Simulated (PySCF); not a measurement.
A structure optimised at PBE-D3(BJ)/def2-SVP, used in a PySCF frequency run:

```
C
F 1 1.3486
F 1 1.3486 2 108.08
F 1 1.3486 2 108.08 3 116.75
C 1 1.4759 2 110.83 3 -121.63
C 5 1.2236 2 147.19 1 -180.00
```
Charge 0, spin multiplicity 2.

**Question.** Write its SMILES, formula and point group.

**Answer.** [C]#CC(F)(F)F, C₃F₃, C3v

**Question.** What are its rotational constants (standard atomic weights)?

**Answer.** 5.5809, 3.0357, 3.0357 GHz
